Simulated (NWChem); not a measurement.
# SiN2H4, singlet; SMILES N[Si]N

```xyz
7

Si     0.0000     0.0000    -0.6745
N      1.3343     0.0000     0.4490
H      1.3026     0.0000     1.4741
H      2.2963     0.0000     0.1043
N     -1.3343     0.0000     0.4490
H     -2.2963     0.0000     0.1043
H     -1.3026     0.0000     1.4741
```
Atoms are numbered in this order, from 1.

Results from NWChem. Pople sets run with spherical d functions. Medium grid unless said otherwise, to which SCAN and Minnesota functionals are sensitive. Low-valent species are run as closed-shell singlets; no triplet was tried in these runs. The geometry was optimised at PBE-D3(BJ)/def2-SVP. Hybrids' shares of exact exchange are those that their runs print; pure functionals count as 0. The functionals differ in more than this share.

```csv
row,share of exact exchange,highest occupied level (eV)
PBE/6-31G*,0.00,-5.14
MN15-L/6-31G*,0.00,-5.41
B3LYP/6-31G*,0.20,-6.07
B3PW91/6-31G*,0.20,-6.10
B97-2/6-31G*,0.21,-6.06
PW6B95/6-31G*,0.28,-6.35
BHandHLYP/6-31G*,0.50,-7.28
Hartree-Fock/6-31G*,1.00,withheld
```

**Question.** Fit a straight line of the last column on the one before it, predict the withheld value, and compare with the run.

**Answer.** 
1. Means of the 7 shown rows: x = 0.199, y = -6.059. Slope Σ(x − x̄)(y − ȳ)/Σ(x − x̄)² = -0.7032/0.1765 = -3.984; intercept -5.267.
2. The shown rows scatter about the line by 0.077 (root mean square); the largest residual is -0.14, at MN15-L/6-31G*.
3. At x = 1.00 (Hartree-Fock/6-31G*; beyond the shown range) the line gives -9.25.
4. The run gives -8.82, +0.43 from the line, 5.6 times the scatter.
